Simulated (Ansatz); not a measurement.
Start from `FCO[SiH2]Cl` and change one atom or group to get `[OH][AlH][O]CF`.

Ansatz, PBE0-D4/def2-TZVP geometries, multiplicity 1. Each molecule was computed in one conformer, which needn't be the lowest.

| property | `FCO[SiH2]Cl` |
| --- | --- |
| LUMO energy (ωB97M-V/def2-TZVPP) / eV | 2.13 |
| HOMO–LUMO gap (B3LYP/def2-TZVPP) / eV | 8.95 |
| HOMO–LUMO gap (PBE0/def2-TZVPP) / eV | 9.40 |
| LUMO energy (PBE0/def2-TZVPP) / eV | 0.37 |
| HOMO–LUMO gap (PBE/def2-TZVPP) / eV | 7.05 |
| zero-point energy (PBE0-D4/def2-TZVP) / kJ/mol | 144.5 |

**Question.** Give the same properties after the change, and the shifts. (An estimate is asked.)

**Answer.** Ansatz gave: 
```json
{"property": "LUMO energy (ωB97M-V/def2-TZVPP) / eV", "`[OH][AlH][O]CF`": "1.26", "shift": "-0.87"}
{"property": "HOMO–LUMO gap (B3LYP/def2-TZVPP) / eV", "`[OH][AlH][O]CF`": "7.81", "shift": "-1.14"}
{"property": "HOMO–LUMO gap (PBE0/def2-TZVPP) / eV", "`[OH][AlH][O]CF`": "8.27", "shift": "-1.13"}
{"property": "LUMO energy (PBE0/def2-TZVPP) / eV", "`[OH][AlH][O]CF`": "-0.27", "shift": "-0.64"}
{"property": "HOMO–LUMO gap (PBE/def2-TZVPP) / eV", "`[OH][AlH][O]CF`": "5.90", "shift": "-1.15"}
{"property": "zero-point energy (PBE0-D4/def2-TZVP) / kJ/mol", "`[OH][AlH][O]CF`": "147.8", "shift": "3.3"}
```

With PBE0 the HOMO rises by 0.49 eV and the LUMO falls by 0.64 eV, so the gap narrows by about 1.13 eV. PBE moves the HOMO by 0.64 eV and ωB97M-V by 0.31 eV.

Positive LUMOs are unbound, so they and the gaps depend on the basis.

B3LYP here is the variant with VWN-RPA as its local correlation; programs differ in this.
